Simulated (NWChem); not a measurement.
## Polarisability of silicon monosulfide (SSi)

```xyz
2

Si     0.0000     0.0000     1.0345
S      0.0000     0.0000    -0.9052
```
Charge 0, spin multiplicity 1.

Everything below was run with NWChem. The geometry was optimised at PBE0/def2-SVP, a minimum by its harmonic frequencies.

Basis set: Sadlej pVTZ. Static limit.

| method | isotropic polarisability (bohr³) | difference from CCSD linear response |
|---|---|---|
| B3LYP | 50.08 | -0.51 |
| HF | 48.72 | -1.87 |
| LDA (SVWN5) | 50.61 | +0.02 |
| CCSD linear response | 50.59 | 0.00 |
| PBE | 50.59 | 0.00 |

The values span 1.88 bohr³, from HF (lowest) to LDA (SVWN5) (highest). 

The correlated methods keep 10 core orbitals frozen. B3LYP has NWChem's definition, with VWN1-RPA local correlation. No row is a measurement; the coupled-cluster row has its own basis-set and correlation limits.
